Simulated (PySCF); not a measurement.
Species: CH₉NOSi₂.
InChI=1S/CH9NOSi2/c1-5(2)3-4/h5H,2H2,1,4H3/t5-/m1/s1

Level of theory: TDDFT wB97X-D/def2-SVPD, vertical, gas phase, core orbitals frozen in the response in PySCF. One conformer (not necessarily the lowest) at the PBE0-D3(BJ)/def2-SVP geometry, without solvent, vibrations or thermal averaging. Torsions of this conformer, `[CH3:1][Si@H:2]([NH2:3])[O:4][SiH3:5]`: C1–Si2–O4–Si5 124°, H–N3–Si2–C1 -42°, H–N3–Si2–C1 162°.

What does the calculation give for the low-lying excited states?

| state | E (eV) | λ (nm) | ν̃ (cm⁻¹) | f | main configurations (H = HOMO, L = LUMO) |
| --- | --- | --- | --- | --- | --- |
| S1 | 6.94 | 178.6 | 55990 | 0.069 | H→L (75%), H→L+3 (15%) |
| S2 | 7.54 | 164.5 | 60800 | 0.0003 | H-1→L (62%), H-1→L+1 (19%) |
| S3 | 7.86 | 157.7 | 63400 | 0.011 | H-2→L (30%), H→L+1 (27%), H-2→L+1 (16%) |
| S4 | 8.26 | 150.2 | 66600 | 0.024 | H→L+2 (40%), H-1→L+1 (20%), H-1→L (10%) |
| S5 | 8.29 | 149.6 | 66840 | 0.028 | H-1→L+1 (35%), H→L+2 (24%), H-1→L (17%) |
| S6 | 8.36 | 148.3 | 67420 | 0.043 | H→L+1 (24%), H-2→L (23%), H-2→L+1 (15%) |
| S7 | 8.49 | 146.0 | 68480 | 0.0026 | H→L+4 (36%), H→L+2 (14%), H→L+8 (8%) |
| S8 | 8.69 | 142.7 | 70070 | 0.114 | H-1→L+2 (41%), H→L+1 (11%), H→L+3 (9%) |
| S9 | 8.72 | 142.1 | 70360 | 0.061 | H-1→L+2 (26%), H-1→L+3 (17%) |
| S10 | 8.74 | 141.9 | 70500 | 0.056 | H-1→L+3 (26%), H-1→L+6 (12%), H-2→L+1 (11%) |

Triplets, Tamm–Dancoff:

| state | E (eV) | λ (nm) | main configurations (H = HOMO, L = LUMO) |
| --- | --- | --- | --- |
| T1 | 6.67 | 186.0 | H→L (70%), H→L+3 (16%) |
| T2 | 7.28 | 170.4 | H-1→L (51%), H-1→L+1 (24%) |
| T3 | 7.52 | 164.8 | H→L+1 (27%), H-2→L (25%), H-2→L+1 (15%) |
| T4 | 7.92 | 156.5 | H-2→L (22%), H-2→L+1 (16%), H→L+1 (14%) |

The lowest singlet lies at 6.94 eV (179 nm, vacuum ultraviolet) and is of moderate strength; its leading configuration is HOMO→LUMO (75%). The strongest level in the table is S8 at 8.69 eV (143 nm, f = 0.114). Löwdin shares by element: HOMO nitrogen 66%, hydrogen 13% or more, oxygen 11%; LUMO silicon 44%, nitrogen 7%, hydrogen 7% or more (atoms not listed hold the other 42%). The listed states span 1.80 eV, and the widest gap between neighbours is 0.60 eV (S1 to S2). Of the 10 states listed, 8 reach f = 0.01 and 1 stays under 0.0005. The oscillator strengths of these states sum to 0.409; summed over the whole spectrum of an exact calculation they would give the number of electrons, 58 (Thomas–Reiche–Kuhn). All these states lie below the vertical ionisation energy of 10.00 eV (ΔSCF). Only the lowest 10 singlets were computed, as vertical energies without vibronic structure.

Without π bonds the low states are Rydberg-like; a valence basis with one diffuse set may place them up to an eV too high.
